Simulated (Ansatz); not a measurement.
## A barrier at the coupled-cluster level

Start structure (AlN₂H₇S, closed shell), relaxed at PBE0-D4/def2-TZVP:

```
atom    x (Å)    y (Å)    z (Å)
 Al1   0.4320  -0.6118  -0.2349
  H2   1.5098  -0.9083  -1.3647
  N3   0.8803  -0.5948   1.4978
  N4  -1.2988  -0.8487  -0.6198
  H5  -0.0675   2.2013  -1.6476
  S6   0.6166   2.0503  -0.5010
  H7   1.8293  -0.6174   1.8327
  H8   0.2498  -0.8092   2.2527
  H9  -2.0410  -0.9257   0.0559
 H10  -1.6274  -1.1556  -1.5204
 H11  -0.4831   2.2201   0.2491
```

The step: AlN₂H₅ ([NH2][AlH][NH2]) + H₂S → AlN₂H₅S ([NH2][Al]([NH2])[SH]) + H₂; bonds formed: H2–H5; dative contacts that become bonds: Al1–S6; bonds broken: Al1–H2, H5–S6. Computed with Ansatz 0.2.0 (basis: def2-TZVPP and def2-QZVPP); correlated methods freeze the cores. Extrapolation: Hartree–Fock as exp(−7.88 √X), correlation as X^−2.97. Energies below are by CCSD(T) at an estimated basis limit (MP2 extrapolated from triple and quadruple zeta, plus CCSD(T) − MP2 in triple zeta).

(1) What are the electronic barrier and the energy of the step, from the start structure to the end structure? (To be estimated.)

The T1 diagnostic stays at or below 0.012.

Results:

(1) By the calculation: Barrier 0.695 eV; step energy -0.743 eV (downhill); reverse barrier, their difference, 1.438 eV. Barrier and step energy count from the start structure, the reverse barrier from the end structure.

The saddle point: One imaginary mode of 865i cm⁻¹.
| pair | start (Å) | saddle (Å) | end (Å) |
| --- | --- | --- | --- |
| Al1–S6 | 2.68 | 2.45 | 2.19 |
| H2–H5 | 3.50 | 1.20 | 0.75 |
| Al1–H2 | 1.59 | 1.70 | 3.16 |
| H5–S6 | 1.34 | 1.56 | 3.33 |

Zero-point energy (harmonic, PBE0-D4): ZPE is 2.038 eV at the start and 2.003 eV at the saddle, so the barrier goes from 0.695 to 0.660 eV.

Exchanges of this kind with a chalcogen hydride build sulfide and selenide films.

Labels in which every atom is bracketed show which atoms are joined, not bond orders.

For scale, one of the runs: CCSD(T)/def2-TZVPP, 244 basis functions, launched by `ansatz run in.yaml --threads 4 --pin off --events-out ev --progress --plain --max-ram 9574MiB`. The run took 94 s on 4 CPU threads of an Arm Neoverse V1 (shared host), with 4.6 GiB of host memory at its peak.
